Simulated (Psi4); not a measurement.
Reaction (SMILES): P#N (N-P) + H+ → [NH+]#P
B3LYP-D3(BJ)/def2-TZVP geometries, fixed; electronic energies without zero-point terms; positive where energy is released.
Largest species:
```xyz
3

N      0.0000     0.0000    -0.9047
P      0.0000     0.0000     0.5502
H      0.0000     0.0000    -1.9194
```
Charge +1, spin multiplicity 1.

Basis-set convergence of the proton affinity at B3LYP with Psi4. Cartesian d functions, on some or all atoms, in 6-31G*, 6-31+G*; all else is spherical. Density fitting with the program's default auxiliary sets. Psi4's default fitting sets serve the pcseg sets less well. The proton sits at the site shown, which need not be the one that binds it best. No added dispersion term, no relativity. Functions are those of the species that has most. Reference: the value in aug-cc-pV(Q+d)Z, 198.33 kcal/mol, itself unsure by roughly 0.09 kcal/mol (its mean distance from cc-pV(5+d)Z, def2-QZVPPD, def2-QZVPP). Deviations are taken from unrounded values.

```
basis              functions  proton affinity (kcal/mol)  minus reference (kcal/mol)
-----------------  ---------  --------------------------  --------------------------
STO-3G                    15                      242.09                       43.76
6-31G*                    36                      195.64                       -2.69
def2-SVP                  37                      199.08                        0.75
6-31+G*                   44                      193.15                       -5.18
def2-SVPD                 52                      197.70                       -0.63
aug-pcseg-1               59                      192.93                       -5.40
aug-cc-pV(D+d)Z           64                      194.57                       -3.76
6-311++G(2d,2p)           72                      196.56                       -1.77
def2-TZVP                 74                      198.27                       -0.06
cc-pV(T+d)Z               83                      198.80                        0.47
def2-TZVPD                89                      197.73                       -0.60
jun-cc-pV(T+d)Z          101                      197.82                       -0.51
def2-TZVPPD              102                      198.21                       -0.12
6-311++G(3df,3pd)        104                      197.99                       -0.34
pcseg-3                  157                      198.60                        0.27
def2-QZVPPD              172                      198.31                       -0.02
aug-pcseg-3              223                      198.43                        0.10
cc-pV(5+d)Z              246                      198.46                        0.13
```

The smallest set listed that lies within 1 kcal/mol of the reference with all its larger relatives (same family, alike in diffuse functions; a set with none counts only in the reference's own line) is def2-SVP (37 functions, 0.75 kcal/mol off). Inside, with no larger relative to test it: 6-311++G(3df,3pd), aug-pcseg-3. (Relatives not listed, tested too: def2-TZVPP 0.42, aug-cc-pV(T+d)Z -0.48, cc-pV(Q+d)Z 0.26, def2-QZVP 0.11, def2-QZVPP 0.11, aug-cc-pV(Q+d)Z 0.00, pcseg-4 0.12 kcal/mol.)
